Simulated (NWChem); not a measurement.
System: CHCl, singlet; SMILES Cl[CH]

The following NWChem deck was run.

```
start job
memory heap 200 mb stack 900 mb global 1100 mb
geometry units angstroms noautosym nocenter noautoz
  C      0.150000     1.200207     0.000000
  Cl    -0.013346    -0.519196     0.000000
  H     -0.918878     1.524877     0.000000
end
basis spherical
  * library def2-svp
end
dft
  xc m05-2x
  iterations 150
end
cosmo
  do_cosmo_smd true
  solvent water
end
task dft energy
```

Low-valent species are run as closed-shell singlets; no triplet was tried in these runs. All runs use the structure optimised with B3LYP/6-31G* (spherical d). Solvent: water.

Level: M05-2X/def2-SVP with SMD (1 M gas to 1 M solution), gas-phase geometry.

Task: Predict the main results of this run. (M05-2X/def2-SVP, SMD on the gas-phase geometry.) Quantities: solvation free energy (kcal/mol); cavity-dispersion-structure term (kcal/mol); dipole in solution (D).

Result: The solvation free energy (kcal/mol) is -0.2 and the cavity-dispersion-structure term (kcal/mol) is 4.4. The dipole in solution (D) is 2.18.
